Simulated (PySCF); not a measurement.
Atom-mapped SMILES (the numbers label the heavy atoms): `[CH3:1][CH:2]([CH3:3])[SiH2:4]/[C:5]([F:6])=[CH:7]/[CH:8]=[O:9]` (H(Xn): hydrogen on atom n).

- GIAO PBE0/pcSseg-1 shieldings
- GFN2-xTB geometry
- run in PySCF 2.14
- gas phase, one averaged value for each set of equivalent atoms, non-relativistic Hamiltonian, one conformer

List the cross peaks expected in HSQC, COSY and HMBC spectra.

Results:



HSQC (one-bond C–H):
```csv
δH,δC
10.48 (H(C8)),189.6 (C8)
5.78 (H(C7)),133.6 (C7)
1.28 (H(C2)),16.5 (C2)
1.22 (H(C1)/H(C3)),20.7 (C1/C3)
```

COSY cross peaks (H two or three bonds apart, from the bond graph; peaks can be absent where the dihedral angle is near 90°):
```csv
δH,δH
10.48 (H(C8)),5.78 (H(C7))
4.41 (H(Si4)),1.28 (H(C2))
1.28 (H(C2)),1.22 (H(C1)/H(C3))
```

HMBC (two and three bonds, from the bond graph):
```csv
δH,δC
10.48 (H(C8)),"194.2 (C5), 133.6 (C7)"
5.78 (H(C7)),"194.2 (C5), 189.6 (C8)"
4.41 (H(Si4)),"194.2 (C5), 133.6 (C7), 20.7 (C1/C3), 16.5 (C2)"
1.28 (H(C2)),"194.2 (C5), 20.7 (C1/C3)"
1.22 (H(C1)/H(C3)),"20.7 (C1/C3), 16.5 (C2)"
```

Chemical shifts δ = σref − σ; ¹H, ¹³C against TMS, all at this level.

Shifts are as computed. Against solution values, carbons near 30 ppm lie about +3 ppm off and those near 130 ppm about +5 ppm. Of 1309 compounds with measured shifts, 239 miss one by over three times the rms of a fit or turn the order of signals round; such compounds aren't used in these exercises.
